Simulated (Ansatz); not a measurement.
Consider the redistribution: `[OH][Zn][SiH3]` + `C=C=C([SiH3])CCl` → `[OH][Zn][CH2]Cl` + `C=C=C([SiH3])[SiH3]`.

Isolated molecules relaxed with PBE0-D4/def2-TZVP in Ansatz; ΔE leaves out vibrations. CBS: MP2 limit from def2 TZ/QZ plus the TZ coupled-cluster correction, frozen cores. Functionals use def2-TZVPP. For Zn outer-core shells are correlated without core-valence functions, which leaves a few kJ/mol of doubt a bond. Scalar relativity is left out up to krypton. One conformer a species, not always the lowest.

| level | ΔE (eV) |
| --- | --- |
| r2SCAN-D4 | 0.04 |
| B2PLYP | 0.00 |
| HF/def2-TZVPP | 0.00 |
| CCSD(T)/def2-TZVPP | 0.00 |

Q: What does CCSD(T)/CBS give? (Estimate.)

A: Ansatz gave: +0.01 eV. The listed levels differ from it by 0.03, -0.01, -0.01, -0.01 eV.

Largest T1 diagnostic among the species: 0.016.
